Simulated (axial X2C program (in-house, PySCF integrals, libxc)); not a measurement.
What spin–orbit coupling does to SeF⁻

Calculated with an axial X2C code built on PySCF integrals. Spin-free means the one-electron spin-free X2C Hamiltonian; two-component (2c) means X2C with spin–orbit coupling and atomic mean-field two-electron Coulomb and Gaunt terms, so the difference of the two also holds small scalar two-electron terms. Basis: Se dyall-acv3z [9s10p7d5f1g], F dyall-av3z [7s6p3d2f] (cores contracted in-house); Gaussian nuclei, density fitting, unrestricted open shells. Masses: Se 79.917 u, F 18.998 u.

Spin-free state: M_S = 0, Λ = 0 (closed shell); fragments Se + F-.

```tsv
level	Re (Å)	ωe (cm⁻¹)	De (eV)	μ (D)
PBE0	1.842	556.6	2.468	-0.58
HF	1.811	590.4	1.487	-0.79
MP2	1.849	556.4	2.228	n/a
CCSD	1.846	554.9	2.295	n/a
CCSD(T)	1.856	540.7	n/a	n/a
TPSS	1.869	527.4	2.580	-0.54
```

Correlated methods: 14 electrons correlated (number of frozen shells: Se 3 s, 2 p, 1 d; F 1 s), 242 virtual spin orbitals or spinors in MP2, 88 natural virtuals in coupled cluster.

Dipoles are positive if F is the positive end and refer to the centre of mass.

Two-component determinant lowest at the distance of the search:

Ω = 0 (closed shell); fragments Se + F-.

```csv
level,Re (Å),ωe (cm⁻¹),De (eV),μ (D)
PBE0,1.844,551.8,2.423,-0.60
HF,1.813,585.9,n/a,-0.81
MP2,1.851,552.2,2.117,n/a
CCSD,1.848,551.1,2.190,n/a
CCSD(T),1.858,536.5,n/a,n/a
TPSS,1.871,523.1,n/a,-0.56
```

(1) From the two tables, how do the constants change at the CCSD(T) level (2c against spin-free)?

Occupations by symmetry block were frozen at the best pattern of an incomplete PBE0 search. Closed shells are restricted here (equal orbitals for both partners); the stretched side of such a curve lies too high. De is counted from the lowest determinant-based energies of the atoms at the same level, without counterpoise correction. De is not given where an atomic determinant may have missed its ground term or J level, or where the truncated virtual space spoils (T). Coupled cluster ran in a truncated set of natural virtual spinors; the MP2 energy of the rest was added. (T) has no such correction and the atoms are truncated less, which lowers De at CCSD(T) by a hundredth of an eV or more. Without a current term, density functionals place determinants with orbital angular momentum somewhat too high. The highest occupied level of some functionals is positive through self-interaction error; at Hartree–Fock it is bound. Hartree–Fock gets electron affinities wrong, so its lowest charge split need not be the true one.

## Answers

(1) At the CCSD(T) level Re goes up by 0.002 Å and ωe drops by 4.2 cm⁻¹.
